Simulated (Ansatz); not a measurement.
Basis-set series for `C[NH][GeH2][NH]C`. The species carries charge 0 and has multiplicity 1. Geometry: relaxed with PBE0-D4/def2-TZVP. It is one conformer, not always the lowest.

| functional | basis | functions | energy (Eh) | HOMO (eV) | LUMO (eV) |
| --- | --- | --- | --- | --- | --- |
| PBE0-D4 | def2-TZVPP | 312 | -2268.33247 | -6.54 | 0.86 |
| PBE0-D4 | def2-QZVPP | 617 | -2268.38938 | -6.58 | 0.49 |
| ωB97M-V | def2-TZVPP | 312 | -2268.59788 | -8.89 | 2.34 |
| ωB97M-V | def2-QZVPP | 617 | -2268.65332 | -8.93 | 1.67 |

Give the rows for def2-SVP. (An estimate is asked.)

Computed: 
```tsv
functional	basis	functions	energy (Eh)	HOMO (eV)	LUMO (eV)
PBE0-D4	def2-SVP	138	-2267.85167	-6.36	1.41
ωB97M-V	def2-SVP	138	-2268.10680	-8.70	3.12
```

Positive LUMOs are unbound and depend on the basis. Scalar relativity is left out up to krypton.
